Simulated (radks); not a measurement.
Charge is removed step by step from the 1s down level of Be, starting from 1s(up 1, down 1) 2s2. Calculated with a radial shooting solver on a logarithmic mesh with Libxc functionals: non-relativistic Kohn-Sham, PBE, spin-polarised, spherical densities, point nucleus.

| removed (e) | E - E(0) (eV) | eigenvalue (eV) | E minus straight line (eV) |
|---|---|---|---|
| 0 | 0.000 | -106.20 | 0.000 |
| 0.1 | 10.803 | -109.86 | -1.541 |
| 0.2 | 21.972 | -113.53 | -2.715 |
| 0.3 | 33.508 | -117.19 | -3.522 |
| 0.4 | 45.408 | -120.80 | -3.966 |
| 0.5 | 57.665 | -124.33 | -4.053 |
| 0.6 | 70.269 | -127.72 | -3.792 |
| 0.7 | 83.202 | -130.88 | -3.203 |
| 0.8 | 96.430 | -133.59 | -2.319 |
| 0.9 | 109.89 | -135.29 | -1.205 |
| 1 | 123.44 | -134.97 | 0.000 |

Removing the whole electron costs 123.44 eV by Delta-SCF, against 106.20 eV from minus the eigenvalue at the starting occupation. Slater's transition state (half an electron removed) gives 124.33 eV. Integrating minus the eigenvalue over the occupation (Janak's theorem) gives 123.42 eV. The mean slope of the eigenvalue, de/dn, is 28.8 eV per electron.
